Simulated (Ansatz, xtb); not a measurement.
**Relative energy of two structures of Cl3H2NbO2**

Structure X is a singlet given by its coordinates and structure Y is a singlet given by its coordinates. Both are isolated molecules in the gas phase, relaxed with PBE0-D4/def2-SVP.

X (Å):

```yaml
atoms:
  - { symbol: Cl, position_ang: [2.6607, 3.4489, 0.3313] }
  - { symbol: Cl, position_ang: [-1.0276, 2.0469, 1.4758] }
  - { symbol: Cl, position_ang: [1.6905, -0.5161, 0.7872] }
  - { symbol: Nb, position_ang: [1.1383, 1.6956, 0.8541] }
  - { symbol: O, position_ang: [1.8478, 1.9914, 2.5562] }
  - { symbol: O, position_ang: [0.8091, 1.8390, -0.9787] }
  - { symbol: H, position_ang: [2.4994, 2.5729, 2.9635] }
  - { symbol: H, position_ang: [1.1236, 2.3713, -1.7178] }
```

Close contacts (Å): Cl1–Nb4 2.38, Cl2–Nb4 2.28, Cl3–Nb4 2.28, Nb4–O5 1.87, Nb4–O6 1.87, Nb4–H7 2.66, Nb4–H8 2.66, O5–H7 0.96, O6–H8 0.96.

Y (Å):

```yaml
atoms:
  - { symbol: Cl, position_ang: [-1.7903, -0.9878, -1.3222] }
  - { symbol: Cl, position_ang: [0.5746, 1.0980, -2.1977] }
  - { symbol: Cl, position_ang: [-0.5608, 2.2722, 0.6388] }
  - { symbol: Nb, position_ang: [-0.1634, 0.1513, -0.1601] }
  - { symbol: O, position_ang: [1.5454, -0.5871, -0.0030] }
  - { symbol: O, position_ang: [-0.6787, -0.6133, 1.4330] }
  - { symbol: H, position_ang: [2.2011, -0.4186, -0.6943] }
  - { symbol: H, position_ang: [-1.0358, -0.9717, 2.2498] }
```

Close contacts (Å): Cl1–Nb4 2.30, Cl2–Nb4 2.36, Cl3–Nb4 2.30, Nb4–O5 1.87, Nb4–O6 1.84, Nb4–H7 2.49, Nb4–H8 2.80, O5–H7 0.97, O6–H8 0.96.

Estimate which is lower in electronic energy at CCSD(T)/def2-SVP + ΔMP2/def2-TZVPP, and by roughly how much.

The CCSD(T)/def2-SVP + ΔMP2/def2-TZVPP calculation puts structure X lower, by 1.51 kcal/mol.

How the difference moves with the method:

| level | geometry | E(Y) − E(X) (kcal/mol) | departure from the last row (kcal/mol) | job, with rough time for the two |
| --- | --- | --- | --- | --- |
| PBE0-D4/def2-SVP | PBE0-D4/def2-SVP | +0.44 | −1.06 | optimisation, 2.9 min |
| HF/def2-SVP | PBE0-D4/def2-SVP | −1.04 | −2.54 | part of the CCSD(T) run |
| MP2/def2-SVP | PBE0-D4/def2-SVP | +1.49 | −0.01 | part of the CCSD(T) run |
| CCSD(T)/def2-SVP | PBE0-D4/def2-SVP | +1.35 | −0.15 | single point |
| CCSD(T)/def2-SVP + ΔMP2/def2-TZVPP | PBE0-D4/def2-SVP | +1.51 |  | single point, 85 s |

HF/def2-SVP puts the two in the other order. PBE0-D4/def2-SVP finds them nearly level. The largest departure from CCSD(T)/def2-SVP + ΔMP2/def2-TZVPP is that of HF/def2-SVP, 2.54 kcal/mol. Levels run at GFN2-xTB geometries aren't shown. The last row adds to CCSD(T) the change of the MP2 difference between the two basis sets, here +0.15 kcal/mol.

With thermal terms from frequencies at re-optimised GFN2-xTB minima (ideal gas, soft modes damped towards free rotors, one conformer each, 298.15 K, 1 atm): the zero-point term adds −0.40 kcal/mol; ΔH is +1.27 and ΔG +0.12 kcal/mol. In free energy the two are nearly level.

The T1 diagnostic of structures X and Y is large, so the coupled-cluster value is less sure. The correlated steps freeze 17 core orbitals. Atoms past krypton carry core potentials in the def2 sets and no spin–orbit term is included. Run with Ansatz 0.2.0, xtb 6.7.1; the last row on 2 threads of Intel(R) Xeon(R) Platinum 8488C (Sapphire Rapids) on a shared host.
